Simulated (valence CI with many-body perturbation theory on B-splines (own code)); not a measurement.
**E1 line list for Gd15+**

Computed by relativistic CI+MBPT: three valence electrons over a frozen Dirac-Fock core [Kr] 4d10, a basis of 7 s, 7 p, 7 d, 7 f, 4 g, 2 h functions for each j, with the one-electron correlation potential Σ1 (screened to all orders), the two-electron term Σ2, the three-electron term Σ3, Breit, model QED; selected single and double excitations, second order for the rest, scaled by the run's own slope (own B-spline code, finite nucleus).

No measured levels were compared; by estimate terms of the open shell hold to a few per cent of their energy, and close levels can change places; configurations with another count of f electrons can be misplaced by thousands of cm⁻¹.

Lines 51 to 100 of 510 in falling wavelength, among levels below 742350 cm⁻¹, chosen from the strongest by gf and those to the six lowest levels. Wavelengths and rates use the calculated energies, so an error of 2000 cm⁻¹ moves a line at 42.25 nm by 0.85 % and its rate by three times that or more. Electric multipoles are in the length gauge, E1 and E2 with the static RPA response of the core. Weak lines are less certain than strong ones. Lines between different terms over intervals too small for the method are left out, as are lines whose strength nearly cancels. Where a level lies close to another of its J and parity, the split of strength between their lines is uncertain. The highest levels of a list are the least certain.

Names give the largest LS component (configuration and term), which can be under half, so a name can repeat, a term be missing and a line seem to break the LS rules; names also repeat where a configuration has a term twice. Letters in brackets count levels of one name in rising energy.

```tsv
λ vac (nm)	Upper	Lower	A (s⁻¹)	S (a.u.) with core polarisation	S without
42.25	4f 5p2 2F°_7/2 [c]	4f 5s 5p 2G_9/2 [a]	3.84e+09	1.14e+00	1.50e+00
42.12	4f 5p2 2G°_9/2	4f 5s 5p 2G_9/2 [a]	2.81e+09	1.04e+00	1.36e+00
42.11	4f 5p2 2F°_5/2 [b]	4f 5s 5p 2D_3/2 [a]	3.54e+09	7.84e-01	1.03e+00
42.05	4f 5p2 2F°_7/2 [a]	4f 5s 5p 2F_5/2 [a]	1.94e+09	5.68e-01	7.45e-01
41.98	4f 5p2 4G°_5/2 [a]	4f 5s 5p 2F_7/2 [a]	3.85e+09	8.43e-01	1.11e+00
41.98	4f 5p2 4F°_9/2	4f 5s 5p 4G_11/2	4.64e+09	1.69e+00	2.23e+00
41.84	4f 5p2 4D°_7/2	4f 5s 5p 4G_9/2	4.54e+09	1.31e+00	1.73e+00
41.73	4f 5p2 2F°_7/2 [b]	4f 5s 5p 2F_7/2 [b]	2.16e+09	6.19e-01	8.13e-01
41.66	4f 5p2 4G°_9/2	4f 5s 5p 4G_9/2	3.85e+09	1.38e+00	1.81e+00
41.60	4f 5p2 4G°_5/2 [a]	4f 5s 5p 4F_3/2	3.05e+09	6.51e-01	8.53e-01
41.35	4f 5p2 2F°_7/2 [a]	4f 5s 5p 4F_9/2	6.47e+09	1.81e+00	2.37e+00
41.17	4f 5p2 4G°_5/2 [a]	4f 5s 5p 4G_7/2	2.60e+09	5.38e-01	7.06e-01
40.98	4f 5p2 2H°_11/2	4f 5s 5p 4G_11/2	4.80e+09	1.96e+00	2.57e+00
37.50	4f 5p2 4F°_7/2	4f 5s 5p 2F_7/2 [c]	2.68e+09	5.57e-01	7.36e-01
36.91	4f 5p2 2F°_5/2 [c]	4f 5s 5p 2F_5/2 [b]	5.07e+09	7.56e-01	9.96e-01
36.56	4f 5p2 4F°_7/2	4f 5s 5p 2F_5/2 [b]	2.32e+09	4.48e-01	5.91e-01
36.06	4f2 5p 4G°_11/2 [b]	4f2 5s 2H_11/2	5.12e+09	1.42e+00	1.83e+00
35.62	4f2 5p 4G°_9/2 [b]	4f2 5s 2F_7/2	2.58e+09	5.76e-01	7.42e-01
35.44	4f2 5p 4G°_9/2 [a]	4f2 5s 4F_7/2	2.44e+09	5.36e-01	6.92e-01
35.30	4f2 5p 4G°_9/2 [a]	4f2 5s 2H_9/2	4.37e+09	9.49e-01	1.22e+00
35.27	4f2 5p 4G°_11/2 [b]	4f2 5s 4F_9/2	4.21e+09	1.09e+00	1.41e+00
35.26	4f2 5p 2I°_13/2 [b]	4f2 5s 2I_11/2	7.69e+09	2.33e+00	3.00e+00
35.25	4f2 5p 2I°_13/2 [b]	4f2 5s 2I_13/2	7.06e+09	2.14e+00	2.76e+00
35.17	4f2 5p 4G°_7/2 [b]	4f2 5s 2G_7/2	3.80e+09	6.53e-01	8.42e-01
34.89	4f2 5p 4H°_11/2	4f2 5s 4H_11/2	5.16e+09	1.30e+00	1.68e+00
34.89	4f2 5p 4G°_11/2 [b]	4f2 5s 2H_9/2	2.90e+09	7.29e-01	9.39e-01
34.88	4f2 5p 4I°_13/2	4f2 5s 4H_13/2	3.53e+09	1.03e+00	1.34e+00
34.79	4f2 5p 4H°_9/2 [b]	4f2 5s 4H_9/2	6.40e+09	1.33e+00	1.72e+00
34.78	4f2 5p 4D°_3/2 [b]	4f2 5s 2F_5/2	6.93e+09	5.76e-01	7.42e-01
34.77	4f2 5p 4G°_11/2 [b]	4f2 5s 4H_13/2	2.36e+09	5.87e-01	7.59e-01
34.66	4f2 5p 2G°_9/2 [b]	4f2 5s 2G_9/2	6.43e+09	1.32e+00	1.70e+00
34.59	4f2 5p 2I°_13/2 [a]	4f2 5s 2H_11/2	8.65e+09	2.48e+00	3.18e+00
34.56	4f2 5p 4G°_9/2 [b]	4f2 5s 2H_11/2	3.94e+09	8.02e-01	1.03e+00
34.54	4f2 5p 2I°_11/2 [b]	4f2 5s 4F_9/2	2.19e+09	5.34e-01	6.87e-01
34.52	4f2 5p 4G°_9/2 [a]	4f2 5s 4H_11/2	2.73e+09	5.54e-01	7.15e-01
34.47	4f2 5p 4G°_7/2 [c]	4f2 5s 2G_7/2	4.53e+09	7.32e-01	9.44e-01
34.44	4f2 5p 4H°_9/2 [b]	4f2 5s 4H_7/2	6.57e+09	1.32e+00	1.71e+00
34.44	4f2 5p 4H°_7/2 [b]	4f2 5s 4H_7/2	8.45e+09	1.36e+00	1.76e+00
34.38	4f2 5p 2F°_5/2 [d]	4f2 5s 2F_7/2	8.43e+09	1.01e+00	1.31e+00
34.32	4f2 5p 4G°_11/2 [c]	4f2 5s 2H_11/2	3.48e+09	8.34e-01	1.07e+00
34.31	4f2 5p 2D°_3/2 [b]	4f2 5s 2D_3/2	1.05e+10	8.35e-01	1.08e+00
34.29	4f2 5p 4H°_11/2	4f2 5s 4H_9/2	9.57e+09	2.29e+00	2.95e+00
34.27	4f2 5p 2H°_11/2 [b]	4f2 5s 2I_11/2	8.00e+09	1.91e+00	2.46e+00
34.25	4f2 5p 2H°_11/2 [b]	4f2 5s 2I_13/2	6.98e+09	1.66e+00	2.14e+00
34.25	4f2 5p 4G°_7/2 [b]	4f2 5s 2H_9/2	4.42e+09	7.01e-01	9.04e-01
34.23	4f2 5p 4F°_7/2	4f2 5s 4F_7/2	6.80e+09	1.08e+00	1.39e+00
34.23	4f2 5p 4I°_13/2	4f2 5s 4H_11/2	1.20e+10	3.33e+00	4.28e+00
34.21	4f2 5p 2F°_5/2 [b]	4f2 5s 2G_7/2	5.28e+09	6.26e-01	8.06e-01
34.18	4f2 5p 2I°_11/2 [b]	4f2 5s 2H_9/2	7.22e+09	1.71e+00	2.19e+00
34.16	4f2 5p 4F°_3/2	4f2 5s 4F_3/2	1.20e+10	9.46e-01	1.22e+00
```
